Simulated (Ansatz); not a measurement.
The same atomization along the group B, Al, Ga, In.

Calculated with Ansatz (gas phase, PBE0-D4/def2-TZVP geometries, no zero-point term in ΔE). CCSD(T)/CBS adds triple-zeta CCSD(T) − MP2 to the extrapolated MP2 energy (def2 sets, frozen cores). This one scheme is used for every species, atoms too. DFT in def2-TZVPP. B3LYP here is the variant with VWN-RPA as its local correlation; programs differ in this. Open shells (•) are unrestricted, without spin–orbit coupling. Spin–orbit coupling would lower the free atoms: a little for Al, B, C, Cl; clearly for Ga; strongly for In. def2 core potentials past Kr. Bonds to Ga, In are less sure, by a few kJ/mol each and by 10 to 20 or more in all where they break to atoms, as the def2 sets lack core-valence functions. Scalar relativity is left out up to krypton.

| reaction | PBE-D4 (kcal/mol) | B3LYP-D4 (kcal/mol) | CCSD(T)/def2-SVP (kcal/mol) | LDA (SPW92) (kcal/mol) | CCSD(T)/CBS(def2) (kcal/mol) |
| --- | --- | --- | --- | --- | --- |
| `C#CB(Cl)Cl` → B• + 2 C• + 2 Cl• + H• | 642.3 | 612.7 | 588.4 | 716.0 | 611.3 |
| `C#[C][Al]([Cl])[Cl]` → Al• + 2 C• + 2 Cl• + H• | 597.8 | 577.1 | 552.2 | 662.0 | 585.2 |
| `C#[C][Ga]([Cl])[Cl]` → Ga• + 2 C• + 2 Cl• + H• | 557.7 | 533.1 | 515.7 | 625.6 | 543.6 |
| `C#[C][In]([Cl])[Cl]` → In• + 2 C• + 2 Cl• + H• | 529.1 | 504.6 | 484.1 | 594.8 | 517.2 |

Largest T1 diagnostic: 0.018, for Al•.

For atomizations the MP2-based limit and the directly extrapolated one differ by several kJ/mol either way, and by 10 to 25 for some Ge, Se and Sn compounds, so smaller differences from it don't rank the levels.
